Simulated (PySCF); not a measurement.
**InCl₃, singlet: computed properties**

Computed with PBE0 in PySCF with In def2-SVP with ECP28, Cl def2-SVP; scalar-relativistic core potentials, no spin–orbit coupling; density-fitted integrals.

The structure is a minimum.

```xyz
4
charge 0 multiplicity 1, angstrom
In    0.0000    0.0000    0.0000
Cl    2.3209    0.0000    0.0000
Cl   -1.1605    2.0100    0.0000
Cl   -1.1605   -2.0100    0.0000
```

| Property | Result |
| --- | --- |
| Point group | D3h |
| Bond lengths | In–Cl 2.321 Å (×3) |
| Bond angles | Cl–In–Cl 120.0° (×3) |
| Atomisation energy without zero-point energy | 969 kJ/mol |
| Principal polarisabilities | 34.2, 67.1, 67.1 bohr³ |
| Rotational symmetry number | 6 |
| Enthalpy at 298.15 K above 0 K | 18.34 kJ/mol |
| Zero-point energy | 8.6 kJ/mol |
| Dipole moment | 0.00 D |
| Principal quadrupole moments (Buckingham, traceless) about the centre of mass | -4.49, -4.49, 8.98 D Å |
| Rotational constants | 0.05966, 0.05966, 0.02983 cm⁻¹ |
| Heat capacity Cp at 298.15 K | 76.6 J/(mol K) |
| Entropy at 298.15 K and 1 bar | 340.5 J/(mol K) |
| Lowest empty level | -3.01 eV |
| Highest occupied level | -9.26 eV |

Harmonic modes (masses in u: In 114.904, Cl 34.969):
```csv
symmetry,ω (cm⁻¹),"IR (km/mol, summed over degenerate members)",μ (u),type
e',93,18.6,39.63,bend
a2'',99,14.9,52.35,bend
a1',348,0.0,34.97,stretch
e',405,119,44.51,stretch
```

In D3h the vibrations span 2e' + a2'' + a1'. The a1' mode carries no infrared intensity, as symmetry demands.

Charges (e):
| atom | Mulliken | Löwdin | polar tensor | Mayer order to In1 |
| --- | --- | --- | --- | --- |
| In1 | 0.72 | 0.05 | 1.57 | – |
| Cl2,3,4 | -0.24 | -0.02 | -0.52 | 1.10 |

Mulliken populations on In1 (electrons outside its core potential): s 2.92, p 7.13, d 10.24.

Outer orbital energies (eV). occupied: -10.76, -10.76, -9.92, -9.41, -9.41, -9.39, -9.39, -9.26; empty: -3.01, -1.77, 1.14, 1.14.

Counting electrons, indium keeps none of its valence electrons outside its bonds, so the VSEPR class is AX3 and the expected shape is trigonal planar (D3h), as computed.

The final relaxation and frequency run took of the order of 30 core-seconds on a shared host.
